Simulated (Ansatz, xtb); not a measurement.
## C2H7OSi+: where a starting geometry ends

The starting geometry of this gas-phase singlet was built from a drawn formula by distance geometry and a force field; its bonds are those of `[CH2+][C@H](O)[SiH3]`.

```xyz
11

C    -1.7679    0.6305   -0.0687
C    -0.9088   -0.3708   -0.7004
O    -0.0151    0.2877   -1.5351
Si   -1.8805   -1.8301   -1.4926
H    -2.6096    0.4108    0.4923
H    -1.3823    1.6222    0.1001
H    -0.3082   -0.8584    0.0485
H    -0.5300    0.7494   -2.2269
H    -2.7520   -2.4296   -0.4829
H    -2.6816   -1.3408   -2.6181
H    -0.9356   -2.8719   -1.9855
```

Predict what becomes of its bonds when it is optimised with r2SCAN-D4/def2-SVP.

It rearranges to `O[CH+]C[SiH3]`. Contacts that open: C2–Si4 (1.92 → 2.80 Å). Contacts that close: C1–Si4 (2.85 → 2.01 Å).

The energy falls by 2.83 eV over 25 steps:

```tsv
step	E − E(last) (eV)
1	2.831
4	1.661
6	1.262
9	0.541
12	0.076
14	0.058
17	0.042
20	0.006
22	0.000
25	0.000
```

Final geometry (Å):

| atom | x (Å) | y (Å) | z (Å) |
| --- | --- | --- | --- |
| C | -1.6324 | -0.1424 | -0.3224 |
| C | -0.2633 | -0.0356 | -0.6663 |
| O | 0.2453 | 0.7593 | -1.5300 |
| Si | -2.4313 | -1.6704 | -1.3476 |
| H | -1.7677 | -0.4907 | 0.7149 |
| H | -2.2527 | 0.7360 | -0.5649 |
| H | 0.4916 | -0.7091 | -0.2309 |
| H | -0.3969 | 1.3874 | -1.9215 |
| H | -3.8171 | -1.6856 | -0.8251 |
| H | -2.3178 | -1.2827 | -2.7752 |
| H | -1.6295 | -2.8672 | -1.0005 |

From the same start GFN2-xTB ends elsewhere, at `C=C[OH+][SiH3]`.

The end wasn't checked by frequencies. Run with Ansatz 0.2.0, 58 s on 2 threads of Arm Neoverse V1 (shared host).
